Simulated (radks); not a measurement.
Results of a calculation; reference values are marked as such.
The mercury ion Hg2+ inside a hard spherical wall (all orbitals vanish at R), configuration held at [Xe] 4f14 5d10 and not refilled when levels cross. Code: a radial shooting solver on a logarithmic mesh with Libxc functionals. Model: scalar-relativistic Kohn-Sham, r2SCAN, spin-unpolarised, spherical densities, finite nucleus; meta-GGA in the generalised Kohn-Sham scheme; Fermi nuclear charge, rms radius 5.4648 fm. Eigenvalues in eV, with the zero of energy where the potential of the charges vanishes at infinity; a dash marks a level that is unbound or too diffuse for the functional's potential to be trusted. A positive occupied level is held by the wall or, in an anion where self-interaction has pushed it up, behind a barrier. The pressure on the wall is -dE/dV.

| R (bohr) | E (hartree) | kinetic (hartree) | e(5s) | e(4f) | e(5p) | e(5d) | e(6s, empty) | e(6p, empty) | pressure (GPa) |
|---|---|---|---|---|---|---|---|---|---|
| free | -19619.1602 | 22011.794 | -139.65 | -116.02 | -87.534 | -29.048 | -22.858 | -14.032 | 0 |
| 20 | -19619.1602 | 22011.794 | -139.65 | -116.02 | -87.534 | -29.048 | -22.858 | -14.032 | < 0.0001 |
| 15 | -19619.1602 | 22011.794 | -139.65 | -116.02 | -87.534 | -29.048 | -22.858 | -14.032 | < 0.0001 |
| 12 | -19619.1602 | 22011.794 | -139.65 | -116.02 | -87.534 | -29.048 | -22.858 | -14.032 | < 0.0001 |
| 10 | -19619.1602 | 22011.794 | -139.65 | -116.02 | -87.534 | -29.048 | -22.858 | -14.031 | < 0.0001 |
| 3.5 | -19619.0068 | 22012.912 | -137.03 | -113.16 | -85.080 | -26.656 | -17.362 | -3.009 | 70.6 |
| 2.5 | -19617.3252 | 22021.828 | -125.37 | -99.469 | -74.127 | -14.072 | 11.577 | 37.923 | 1790 |
